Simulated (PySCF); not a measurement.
**Heteronuclear NMR**

Bonds (- single, = double, # triple, : aromatic): N1#C2, C2-C3, C3=C4, C4-C5, C5-Si6, Si6-C7, C7=C8, C8-Si9. C3 carries H10; C4 carries H11; C5 carries H12, H13; Si6 carries H14, H15; C7 carries H16; C8 carries H17; Si9 carries H18, H19, H20. Stereochemistry as in N#C/C=C\C[SiH2]/C=C/[SiH3].

Calculated, not measured (PySCF 2.14): PBE0-D3(BJ)/def2-SVP geometry, shieldings: GIAO PBE0/pcSseg-1. Fast rotation and ring inversion assumed for equivalent nuclei, non-relativistic, one computed conformer, gas phase.

(1) Predict the 29Si NMR data.

(2) What are the 15N shifts?

Results:

(1) 
```json
{"atoms": "Si6", "environment": "silicon bonded to 2 C, 2 H", "σ (ppm)": "402.6", "δ (ppm)": "-55.7"}
{"atoms": "Si9", "environment": "silicon bonded to C, 3 H", "σ (ppm)": "414.8", "δ (ppm)": "-65.9"}
```

Shieldings were converted by a linear fit to measured shifts: 29Si (scatter 9.7 ppm rms, 23.4 ppm with the 5 outliers that the fit left out vs TMS, solution or neat liquid). Occasional misses reach two or three times the rms, and more in compound classes unlike the fitted ones.

On a 600 MHz spectrometer 29Si resonates near 119.2 MHz, so 1 ppm is 119.2 Hz.

(2) 
```
atoms       environment  σ (ppm)  δ (ppm)
   N1  nitrile nitrogen    -61.6    -94.1
```

Shieldings were converted by a linear fit to measured shifts: 15N: δ = -150.45 − 0.916σ (rms 7.2 ppm, 79 shifts vs CH3NO2, solution or neat liquid). Occasional misses reach two or three times the rms, and more in compound classes unlike the fitted ones.

On a 300 MHz spectrometer 15N resonates near 30.4 MHz, so 1 ppm is 30.4 Hz.
